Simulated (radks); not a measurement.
The nuclear charge of the potassium ion K2+ is varied continuously with 17 electrons held in [Ne] 3s2 3p5. All-electron calculation, non-relativistic Kohn-Sham, PBEsol, spin-polarised, spherical densities, point nucleus; open shells are filled with parallel spins first. Program: a radial shooting solver on a logarithmic mesh with Libxc functionals. By the Hellmann-Feynman theorem dE/dZ = E(electron-nucleus)/Z, the electronic potential at the nucleus.

| Z | E (hartree) | E(electron-nucleus)/Z (hartree) | HOMO | e(HOMO) (eV) | <r> HOMO (bohr) |
|---|---|---|---|---|---|
| 18.6 | -568.39005 | -72.0504 | 3p | -31.306 | 1.432 |
| 18.8 | -582.89640 | -73.0131 | 3p | -34.840 | 1.395 |
| 19 | -597.59526 | -73.9754 | 3p | -38.509 | 1.360 |
| 19.2 | -612.48653 | -74.9372 | 3p | -42.312 | 1.326 |
| 19.4 | -627.57014 | -75.8987 | 3p | -46.248 | 1.295 |
| 19.6 | -642.84600 | -76.8599 | 3p | -50.316 | 1.265 |
| 19.8 | -658.31407 | -77.8207 | 3p | -54.515 | 1.237 |
| 20 | -673.97427 | -78.7813 | 3p | -58.845 | 1.210 |

The central difference of E at Z = 19 is -73.975 hartree, to compare with the third column; the second derivative is -4.81 hartree.
